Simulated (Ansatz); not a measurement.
Molecule: sum formula HSiOCl2 (charge 0, doublet). It need not be the lowest isomer of its formula. 
Structure (B3LYP-D3(BJ)/def2-TZVP (Ansatz, a program for electronic structure) minimum search):
SMILES: [O][SiH](Cl)Cl
```xyz
5

O     -0.1808     1.8145    -0.6965
Si    -0.0287     0.4936     0.2800
Cl     1.7025    -0.5267    -0.0707
Cl    -1.5925    -0.7998     0.0729
H     -0.0227     1.1224     1.6142
```
Charge 0, spin multiplicity 2.

Parts of the frozen-core correlation energy in 6-31G* (Ansatz, hartree). Frozen orbitals: 16; correlated occupied orbitals by spin: 13 and 12; virtual: 45 and 46. UHF or UKS for open shells. Spin-orbit coupling is left out. Non-relativistic.

```csv
term,value
reference (HF),-1283.41478
MP2 opposite-spin,-0.34456
MP2 same-spin,-0.12228
CCSD correlation,-0.51079
(T),-0.01190
T1 diagnostic,0.014
largest doubles amplitude,0.020
<S^2> of the reference,0.756
```
